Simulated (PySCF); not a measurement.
**A series of related molecules**

Method: TDDFT PBE0/def2-SVPD circular dichroism and optical rotation, one conformer, gas phase (PySCF). Geometry: GFN2-xTB.

Each molecule in one low-energy conformer. The parent is C[C@@H]1[C@@H](O)C[Si@]1(C)F.

The molecule is flexible and this is one conformer; a measurement averages over conformers.

(1) How does the specific rotation at 589.3 nm (origin-invariant length gauge) change along this series?
- C[C@@H]1[C@@H](O)C[Si@]1(C)F (base)
- C[C@H]1[C@@H](O)C[Si@]1(C)F (diastereomer)
- C[C@H]1[C@H](O)C[Si@]1(C)F (diastereomer)
- C[C@@H]1[C@H](O)C[Si@]1(C)F (diastereomer)

Answers

(1) 
| molecule | [α]589 (deg dm⁻¹ (g/mL)⁻¹) | S1 (eV) | R(S1), velocity form (10⁻⁴⁰ esu² cm²) |
| --- | --- | --- | --- |
| C[C@@H]1[C@@H](O)C[Si@]1(C)F | -37.2 | 6.56 | -7.2 |
| C[C@H]1[C@@H](O)C[Si@]1(C)F | -24.0 | 6.47 | -3.0 |
| C[C@H]1[C@H](O)C[Si@]1(C)F | -117.0 | 6.76 | -12.0 |
| C[C@@H]1[C@H](O)C[Si@]1(C)F | -54.6 | 6.55 | -9.3 |

The specific rotation at 589.3 nm (origin-invariant length gauge) is lowest for C[C@H]1[C@H](O)C[Si@]1(C)F and highest for C[C@H]1[C@@H](O)C[Si@]1(C)F.
